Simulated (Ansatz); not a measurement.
System: FeF$_{3}$ (charge 0, sextet). The spin state was set by rule; other spins were not relaxed. 
Geometry from a B3LYP-D3(BJ)/def2-TZVP (Ansatz, a program for electronic structure) optimisation:
SMILES: [F][Fe]([F])[F]
```xyz
4

Fe     0.0000     0.0000     0.0000
F     -1.4908    -0.9357    -0.0104
F      0.0123     1.6429    -0.6314
F      1.4785    -0.7072     0.6418
```
Charge 0, spin multiplicity 6.

Basis-set convergence of Hartree-Fock and CCSD correlation energies (hartree) with Ansatz. Cores are frozen in the correlated levels unless marked. UHF or UKS for open shells. Spin-orbit coupling is left out. Frozen are the shells of the preceding noble gas and the d and f shells that filled before the atom's block. Non-relativistic.

| basis | functions | E(HF) | E(corr, CCSD) |
|---|---|---|---|
| def2-SVP | 73 | -1560.44146 | -0.69642 |
| def2-TZVPP | 157 | (withheld) | (withheld) |

**Question.** What belongs in the gaps?

**Answer.** 
- def2-TZVPP, E(HF): -1561.01982
- def2-TZVPP, E(corr, CCSD): -0.94801
